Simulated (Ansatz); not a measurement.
diphosphane (H$_{4}$P$_{2}$), singlet, geometry from GFN2-xTB. Base run: B3LYP/aug-cc-pVDZ (Ansatz, a program for electronic structure).

Geometry (Å):
```xyz
6

P     -0.9654    -0.4751    -0.0328
P      0.9654     0.4751     0.0328
H     -1.4902     0.3076     0.9962
H     -1.4624     0.3895    -1.0087
H      1.4624    -0.3895     1.0087
H      1.4902    -0.3076    -0.9962
```
All else is at Ansatz's defaults.
Base energy -685.13335 Eh.

Variants of this job, named by their change:

```json
[
 {"change": "base", "ΔE vs base (µEh)": "0.0"},
 {"change": "fitting.mean_field = cc-pVTZ-JKFIT", "ΔE vs base (µEh)": "-48.2"},
 {"change": "final_grid = 10, 20, 41", "ΔE vs base (µEh)": "0.2"},
 {"change": "forces = on", "ΔE vs base (µEh)": "-33.6"},
 {"change": "final_grid = 4, 8, 17", "ΔE vs base (µEh)": "44.6"},
 {"change": "point_charge = charge:-1.0 position_ang:2.899, -3.8274, 0.4084", "ΔE vs base (µEh)": "-4361"},
 {"change": "final_grid = 14, 28, 59", "ΔE vs base (µEh)": "0.2"},
 {"change": "point_charge = charge:0.5 position_ang:3.3917, -3.3698, 0.6005", "ΔE vs base (µEh)": "-464"},
 {"change": "point_charge = charge:1.0 position_ang:2.0878, 0.0635, 4.3425", "ΔE vs base (µEh)": "-2026"},
 {"change": "final_grid = 6, 12, 29", "ΔE vs base (µEh)": "0.3"},
 {"change": "lower_state_search = full", "ΔE vs base (µEh)": "0.0"}
]
```
